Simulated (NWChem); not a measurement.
System: BBrCl2; SMILES ClB(Br)Cl

Program: NWChem. The geometry was optimised at PBE-D3(BJ)/def2-SVP. Ions are spin-unrestricted doublets at the neutral geometry. Hybrids' shares of exact exchange are those that their runs print; pure functionals count as 0. The functionals differ in more than this share.

| row | share of exact exchange | ΔSCF ionisation energy minus −ε(HOMO) (eV) |
|---|---|---|
| PBE/aug-cc-pVDZ | 0.00 | 3.06 |
| r2SCAN/aug-cc-pVDZ | 0.00 | 2.99 |
| B3LYP/aug-cc-pVDZ | 0.20 | 2.39 |
| BHandHLYP/aug-cc-pVDZ | 0.50 | 1.25 |
| M06-2X/aug-cc-pVDZ | 0.54 | withheld |

**Question.** Fit a straight line of the last column on the one before it, predict the withheld value, and compare with the run.

**Answer.** 
1. Means of the 4 shown rows: x = 0.175, y = 2.423. Slope Σ(x − x̄)(y − ȳ)/Σ(x − x̄)² = -0.5928/0.1675 = -3.539; intercept 3.042.
2. The shown rows scatter about the line by 0.041 (root mean square); the largest residual is +0.06, at B3LYP/aug-cc-pVDZ.
3. At x = 0.54 (M06-2X/aug-cc-pVDZ; beyond the shown range) the line gives 1.13.
4. The run gives 1.30, +0.17 from the line, 4.2 times the scatter. The line crosses zero at a share of 0.86, outside the shown range.
